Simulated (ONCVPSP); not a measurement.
# nitrogen: from the effect back to the setting (ONCV)

Base potential:

nitrogen, optimised norm-conserving Vanderbilt (ONCV), made with ONCVPSP 4.0.1 (PBE, scalar-relativistic). Core [He], reference 2s1 2p4. Waves: 2s: rc 1.05 bohr, ncon 4, nbas 8, qcut 5.8 1/bohr, 2 projectors, debl 1.9 Ha; 2p: rc 1.30 bohr, ncon 4, nbas 8, qcut 11.2 1/bohr, 2 projectors, debl 3.2 Ha. Local part: polynomial inside 0.70 bohr (lpopt 5, dvloc0 0 Ha). Core correction: Teter function, fcfact 5.75, rcfact 1.6.

Cutoffs, loose and tight: the cutoffs (Ha) at which the residual kinetic energy of the hardest occupied pseudo-wave falls to 1 and 0.1 mHa per electron. They do not see the model core or the augmentation charge, which bear on the density cutoff. Test errors are all-electron minus pseudo excitation energies from the reference, over the configurations 2s2 2p3; 2s2 2p2; 2s2 2p1; 2s2 2p0; variants that change the core or the reference have their own tests.

Only the rcfact is moved:

| rcfact | cutoff, loose | cutoff, tight | bound ghosts | largest test error (meV) | median size of the test errors |
| --- | --- | --- | --- | --- | --- |
| 0.94 | 70 Ha | 150 Ha | none | +623 | 115.4 meV |
| 1.24 | 70 Ha | 150 Ha | none | +580 | 109.1 meV |
| 1.84 | 70 Ha | 150 Ha | none | +212 | 51.4 meV |
| 1.98 | 70 Ha | 150 Ha | none | +126 | 40.4 meV |

Problem. One more run gave cutoff, loose: 70 Ha; cutoff, tight: 150 Ha; bound ghosts: none; largest test error (meV): +468; median size of the test errors: 91.0 meV. Which value of the rcfact was used?

Solution. 1.44. The median size of the test errors moves one way along this sweep, from 115.4 meV at 0.94 to 40.4 meV at 1.98, which places the run between 1.24 and 1.84.
